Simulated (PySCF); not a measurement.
Compound: C5H5Cl3.
Geometry (GFN2-xTB, Å), atoms numbered from 1 in this order:
```xyz
13
C5H5Cl3 angstrom
C      2.6242    0.5661    0.6548
C      1.3414    0.0634    0.2215
C      0.2855   -0.3665   -0.1468
C     -1.0135   -0.8530   -0.5746
C     -2.1236    0.0373   -0.0337
Cl    -3.7116   -0.5706   -0.5623
Cl    -2.0923    0.0641    1.7430
Cl    -1.9323    1.7035   -0.6238
H      2.9907    1.3103   -0.0514
H      3.3424   -0.2507    0.7153
H      2.5267    1.0255    1.6377
H     -1.0694   -0.8577   -1.6669
H     -1.1728   -1.8714   -0.2091
```

Hirshfeld charges (e) from the PBE0/pcSseg-1 density (PySCF), one withheld:

| atom | bonded to | charge |
| --- | --- | --- |
| C1 | C2 H9 H10 H11 | -0.0933 |
| C2 | C1 C3 | -0.0410 |
| C3 | C2 C4 | -0.0864 |
| C4 | C3 C5 H12 H13 | -0.0774 |
| C5 | C4 Cl6 Cl7 Cl8 | ? |
| Cl6 | C5 | -0.0378 |
| Cl7 | C5 | -0.0356 |
| Cl8 | C5 | -0.0361 |
| H9 | C1 | +0.0624 |
| H10 | C1 | +0.0627 |
| H11 | C1 | +0.0638 |
| H12 | C4 | +0.0573 |
| H13 | C4 | +0.0572 |

(1) What is the charge on C5?

(2) Add each hydrogen's charge to the atom that carries it.

(3) Across which bond do the charges differ most?

(4) Take the bonds between elements whose Pauling electronegativities differ by more than 0.25. In how many does the more electronegative atom carry the lower charge?

(5) How much positive and how much negative charge does this set hold in all?

## Answers

(1) The charges add up to the total charge, 0. The others sum to -0.1042, which leaves +0.1042 e for C5 (CCl3 carbon).

(2) C1 +0.0956, C4 +0.0371. Atoms without hydrogen keep their charges.

(3) C5–C4: +0.1042 on C5 against -0.0774 on C4, a difference of 0.1816 e.

(4) In 8 of 8.

(5) +0.4076 e on 6 atoms and -0.4076 e on 7.

The Hirshfeld scheme divides the density at each point in proportion to the densities of the neutral, spherically averaged free atoms. Isolated species at its GFN2-xTB geometry, gas phase.

The run behind these numbers computed NMR shieldings as well. The run took 27 s wall on an Intel Xeon Platinum 8488C with one thread, on a shared host, and the process peaked at 0.81 GiB of memory.
